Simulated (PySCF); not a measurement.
## Electron correlation in Zn (zinc, neutral)

[Ar] 3d10 4s2, closed-shell 1S. Computed with PySCF 2.14 in cc-pVDZ-PP with ECP10MDF (4s4p3d1f, 38 functions), with a scalar-relativistic core potential. Frozen: 3s2 3p6; 12 electrons correlated.

MP2 pair energies summed by pair of shells (mhartree):

```
 pair   energy  share (%)
3d-3d  -368.97       88.0
3d-4s   -29.46        7.0
4s-4s   -21.05        5.0
```

Total MP2 correlation energy: -419.48 mhartree.

Same-spin part -149.74 and opposite-spin part -269.74 mhartree; SCS-MP2 scales them by 1/3 and 6/5 to -373.60 mhartree.

| level | correlation energy (mhartree) |
| --- | --- |
| CCSD | -389.19 |
| (T) | -9.33 |
| CCSD(T) | -398.52 |

Diagnostics: T1 = 0.011, D1 = 0.0267, largest double amplitude 0.099.

Problem. Is a single reference adequate?

Solution. Mostly. T1 lies below 0.03, but a double amplitude of this size points to a near-degeneracy that CCSD handles and MP2 describes poorly.
